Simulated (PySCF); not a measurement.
# Y(III) with different ligands

Computed with PySCF 2.14.0, PBE0, def2-SVP on the ligands, density fitting, scalar-relativistic core potentials, no spin-orbit coupling, vacuum. The metal has def2-SVP with ECP28. Each complex is relaxed within the symmetry of a template of the same shape. Distances are means of the shortest metal–ligand contacts, charges and spins Mulliken's; removal energies are rigid, with the ligand's formal charge and no counterpoise, so too large; for an anion taken off a cation in vacuum most of it is the attraction of opposite charges, and multiply charged cations can part far more cheaply with an electron moved from ligand to metal.

Problem. Order these by the energy to remove one first-named ligand, lowest first.
A. YF3(NH3)
B. YCl3(H2O)
C. YH3(NH3)
D. Y(OH)3(NH3)
E. Y(SH)3(NH3)

Solution. E (8.61), C (9.05), B (9.17), D (10.57), A (11.22).

Problem. What else do they give?

Solution. 
```tsv
complex	point group	M–first ligand (Å)	charge on M (e)	dipole (D)	HOMO–LUMO gap (eV)	removal of one first-named ligand (eV)	strongest infrared band, degenerate modes summed (cm⁻¹)	unstable modes (below −25 cm⁻¹)
Y(OH)3(NH3)	nearly C3v	2.047	0.83	4.23	6.66	10.57	617	0
YH3(NH3)	C3v	2.007	0.74	5.73	5.62	9.05	1404	0
YCl3(H2O)	C1	2.463	0.76	5.66	7.01	9.17	393	0
Y(SH)3(NH3)	C1	2.576	0.62	5.26	6.02	8.61	–	not given
YF3(NH3)	C3v	2.014	1.08	5.12	8.76	11.22	630	0
```

Moved off a saddle point of the template and relaxed again: YCl3(H2O). One start shape was tried for each, so a minimum needn't be the lowest isomer.
